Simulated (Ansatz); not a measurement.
The same path of Cl3HSi + H4Si (10 atoms, charge 0, multiplicity 1) was run 3 times with different band settings. Lost on the way: Si1–H2, H6–Si7. Made: Si1–Si7, H2–H6.

Method: RKS B3LYP-D4/def2-SVP in Ansatz.

Relaxed end points:

```xyz
10
Properties=species:S:1:pos:R:3
Si -0.974 -1.525 -0.937
H 0.481 -1.413 -1.137
Cl -1.602 -3.412 -1.455
Cl -1.429 -1.183 1.042
Cl -1.950 -0.138 -2.097
H 1.730 0.206 1.143
Si 1.093 1.533 0.920
H 0.279 1.487 -0.328
H 2.154 2.570 0.772
H 0.218 1.873 2.076
```

```xyz
10
Properties=species:S:1:pos:R:3
Si -1.137 -0.313 -0.669
H 1.878 -2.005 0.917
Cl 0.034 -1.844 -1.435
Cl -2.305 -1.084 0.854
Cl -2.382 0.362 -2.178
H 2.302 -1.920 1.542
Si 0.201 1.434 0.123
H -0.691 2.520 0.615
H 1.046 1.929 -0.999
H 1.054 0.922 1.230
```

Common settings: movable images 7; climbing image yes; start path through a guess of the saddle point; force threshold 0.05 eV/Å; end points relaxed.

| run | spring | optimiser | iteration limit |
| --- | --- | --- | --- |
| 1 | 5.0 eV/Å² | quadratic models (default) | 54 |
| 2 | 0.1 eV/Å² | quadratic models (default) | 55 |
| 3 | 5.0 eV/Å² | lbfgs | 55 |

Question: What does each run give, and how far can it be trusted?

Answer: Run 1: converged after 22 iterations, highest image 3.221 eV above the first end. Neighbouring images differ by up to 3.1 eV, so the band resolves the path poorly. A vibrational analysis at the climbing image gives one clearly imaginary mode, 1510i cm⁻¹, and a faint second one (33i cm⁻¹) that may be numerical noise or a soft torsion: probably a first-order saddle point.
Run 2: converged after 29 iterations, highest image 3.204 eV above the first end. Neighbouring images differ by up to 3.0 eV, so the band resolves the path poorly. The order of the stationary point at the top wasn't checked.
Run 3: not converged after 55 iterations, highest image 3.322 eV above the first end. The band didn't meet its force threshold, so its energies are provisional: the largest band force was still 0.07 eV/Å, and over the last iterations the top stayed at 3.32 eV.
The orbitals stay closed-shell, which can raise the energy where a bond breaks towards radicals; this wasn't checked here.
